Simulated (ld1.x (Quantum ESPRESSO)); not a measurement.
## Plane-wave convergence, ultrasoft potential for silicon (Si)

- Element: silicon
- Generator: ld1.x (Quantum ESPRESSO) 7.5
- Type: ultrasoft
- Functional: LDA (PZ)
- Relativity: non-relativistic
- Frozen core: [He]
- Valence charge: 12
- Reference configuration: 2s2 2p6 3s2 3p2
- Partial waves: 2s (bound): rcut 0.80, rcutus 0.95 bohr; 3s (bound): rcut 0.80, rcutus 0.95 bohr; 2p (bound): rcut 0.85, rcutus 0.90 bohr; 3p (bound): rcut 0.85, rcutus 0.90 bohr; 3d channel at 0.45 Ry: rcut 0.85, rcutus 1.05 bohr
- Local potential: all-electron potential smoothed inside 1.00 bohr (lloc = -1)
- Core correction: a·sin(br)/r model core, default radius (core density twice the valence density)
- Augmentation charge: PSQ, inside the norm-conserving radii

The pseudo-atom Hamiltonian at the reference potential is diagonalised in spherical Bessel functions j_l(qr) that vanish at 20 bohr, with q² up to the cutoff. All-electron valence levels (Ry): 2s -10.1489, 3s -0.7966, 2p -7.0288, 3p -0.3070.

Problem. How do the lowest levels (Ry) of each channel move with the cutoff, and are there ghosts?

Solution.

```tsv
cutoff (Ry)	s #1	s #2	p #1	p #2	p #3	d #1	d #2	f #1	f #2	Σ f·Δε (mRy)
8	-7.6842	-0.4310	-1.8042	-0.0309	0.0664	0.0567	0.1317	0.1107	0.2361	37561.2
15	-9.2013	-0.5800	-3.8837	-0.1057	0.0467	0.0565	0.1305	0.1106	0.2361	21602.2
21	-9.7718	-0.6526	-4.9822	-0.1474	0.0409	0.0563	0.1300	0.1106	0.2361	13641.4
35	-10.0810	-0.7131	-6.4406	-0.2130	0.0343	0.0563	0.1296	0.1106	0.2361	4020.4
45	-10.1309	-0.7373	-6.7711	-0.2338	0.0326	0.0562	0.1295	0.1106	0.2361	1847.9
60	-10.1474	-0.7668	-6.9443	-0.2503	0.0313	0.0562	0.1294	0.1106	0.2361	683.4
90	-10.1484	-0.7939	-7.0229	-0.2732	0.0295	0.0562	0.1294	0.1106	0.2361	110.1
110	-10.1488	-0.7963	-7.0276	-0.2894	0.0283	0.0562	0.1294	0.1106	0.2361	44.0
160	-10.1489	-0.7966	-7.0284	-0.3065	0.0271	0.0562	0.1294	0.1106	0.2361	3.8
200	-10.1490	-0.7967	-7.0287	-0.3067	0.0271	0.0562	0.1294	0.1106	0.2361	1.4
300	-10.1490	-0.7967	-7.0288	-0.3070	0.0270	0.0562	0.1294	0.1106	0.2361	0.1
400	-10.1490	-0.7967	-7.0288	-0.3071	0.0270	0.0562	0.1294	0.1106	0.2361	0.0
```

Result: no extra level below or beside the all-electron valence levels (s, p, d, f tested); 10 mRy is reached at 160 Ry and 1 mRy at 230 Ry.

Test run stopped at test 1 of 9 (negative rho).
